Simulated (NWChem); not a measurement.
# C$_{2}$H$_{6}$Be; SMILES [CH3][Be][CH3]

```xyz
9

Be     0.0000     0.0000     0.0000
C      0.0000     0.0000     1.6803
H     -0.9129     0.4601     2.0996
H      0.8549     0.5606     2.0996
H      0.0580    -1.0206     2.0996
C      0.0000     0.0000    -1.6803
H     -1.0219     0.0281    -2.0996
H      0.4866    -0.8991    -2.0996
H      0.5353     0.8709    -2.0996
```
Atoms are numbered in this order, from 1.

The geometry was optimised at PBE0/def2-SVP.

Give the principal values of the shielding tensors (ppm) of Be1, C2 from PBE/pcSseg-1, GIAO (NWChem), with their diamagnetic and paramagnetic parts as GIAO splits them.


```csv
atom,σ11,σ22,σ33,isotropic,diamagnetic,paramagnetic
Be1,29.3,29.3,157.5,72.0,143.3,-71.3
C2,190.5,190.5,199.3,193.4,252.2,-58.8
```
